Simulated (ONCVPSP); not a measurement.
# What one change does to a pseudopotential (lutetium, ONCV)

- Element: lutetium (Lu)
- Generator: ONCVPSP 4.0.1
- Type: optimised norm-conserving Vanderbilt (ONCV)
- Functional: LDA (Perdew-Wang 92)
- Relativity: fully relativistic
- Frozen core: [Kr] 4d10
- Valence charge: 25
- Reference configuration: 4f14 5s2 5p6 5d1 6s2
- Partial waves: 5s+6s: rc 2.00 bohr, ncon 4, nbas 7, qcut 4.9 1/bohr, 3 projectors, debl 3.1 Ha; 5p: rc 1.30 bohr, ncon 5, nbas 10, qcut 6.6 1/bohr, 2 projectors, debl 1.6 Ha; 5d: rc 2.45 bohr, ncon 5, nbas 8, qcut 3.5 1/bohr, 2 projectors, debl 0.3 Ha; 4f: rc 0.80 bohr, ncon 5, nbas 9, qcut 22 1/bohr, 2 projectors, debl 2.8 Ha
- Local potential: polynomial inside 0.75 bohr (lpopt 5, dvloc0 2 Ha)
- Core correction: Teter function fitted to the true core (icmod 2), fcfact 0.5

Open shells are filled in proportion to 2j + 1.

All-electron outer shells of the reference configuration (LDA (PZ), scalar-relativistic, ld1.x):

```json
{"shell": "4d", "level (eV)": "-191.71", "outermost node (bohr)": "0.23", "outermost maximum (bohr)": "0.48"}
{"shell": "5s", "level (eV)": "-61.19", "outermost node (bohr)": "0.57", "outermost maximum (bohr)": "1.04"}
{"shell": "5p", "level (eV)": "-31.78", "outermost node (bohr)": "0.61", "outermost maximum (bohr)": "1.19"}
{"shell": "4f", "level (eV)": "-9.81", "outermost node (bohr)": "–", "outermost maximum (bohr)": "0.47"}
{"shell": "6s", "level (eV)": "-4.81", "outermost node (bohr)": "1.41", "outermost maximum (bohr)": "3.00"}
{"shell": "5d", "level (eV)": "-1.92", "outermost node (bohr)": "0.68", "outermost maximum (bohr)": "1.84"}
```

Change: d: rc 2.34.

Cutoffs: the cutoffs (Ha) at which the residual kinetic energy of the hardest occupied pseudo-wave falls to 1 and 0.1 mHa per electron; they do not see the model core or the augmentation charge, which bear on the density cutoff. Errors are all-electron minus pseudo energies relative to the spin-unpolarised reference configuration.

Q: Predict the effect on cutoff, ghosts and configuration errors.

A: The potential gets neither clearly harder nor softer (215 Ha and 235 Ha → 215 Ha and 235 Ha); the bound ghosts move from s to d, s; of the 3 tests that both files solve, the error grows in 0 and shrinks in 1 by more than 15 % and 0.3 meV (median size 0.7 → 0.1 meV).

| quantity | base | changed |
| --- | --- | --- |
| cutoff, loose | 215 Ha | 215 Ha |
| cutoff, tight | 235 Ha | 235 Ha |
| loose cutoff by channel | s 9.1 Ha, p 72 Ha, d 28 Ha, f 215 Ha | s 9.1 Ha, p 72 Ha, d 29 Ha, f 215 Ha |
| bound ghosts | s | s, d5/2 |
| GHOST(+) flags under 300 eV | p3/2 at 10.7 eV, d5/2 at 26.9 eV, d3/2 at 46.5 eV, p1/2 at 76.4 eV | p3/2 at 10.7 eV, d3/2 at 24.4 eV, p1/2 at 76.4 eV, d3/2 at 128.4 eV |
| tests with a reliable result | 3 of 4 | 3 of 4 |
| error for 4f14 5s2 5p6 5d1 6s1, meV [ΔE 7.58 eV] | +0.8 | +0.6 |
| error for 4f14 5s2 5p6 5d1 6s0, meV [ΔE 21.14 eV] | +0.7 | -0.1 |
| error for 4f14 5s2 5p6 5d1 6s1 6p1, meV [ΔE 3.49 eV] | +0.2 | +0.1 |
| s: phases at 2.04 bohr within 0.05 rad from the reference energy up to (Ha; the scan ends near 5) | to the end of the scan | to the end of the scan |
| p3/2: phases at 1.32 bohr within 0.05 rad from the reference energy up to (Ha; the scan ends near 5) | to the end of the scan | to the end of the scan |
| p1/2: phases at 1.32 bohr within 0.05 rad from the reference energy up to (Ha; the scan ends near 5) | 2.8 | 2.8 |
| f7/2: phases at 0.81 bohr within 0.05 rad from the reference energy up to (Ha; the scan ends near 5) | to the end of the scan | to the end of the scan |
| f5/2: phases at 0.81 bohr within 0.05 rad from the reference energy up to (Ha; the scan ends near 5) | to the end of the scan | to the end of the scan |
| rms error of d²Exc/dni dnj with the model core, mHa | 3.10 | 3.10 |

 A true bound ghost makes a file unfit for plane-wave use even where its test errors are small: the radial tests pick states by their node count and pass the ghost by.
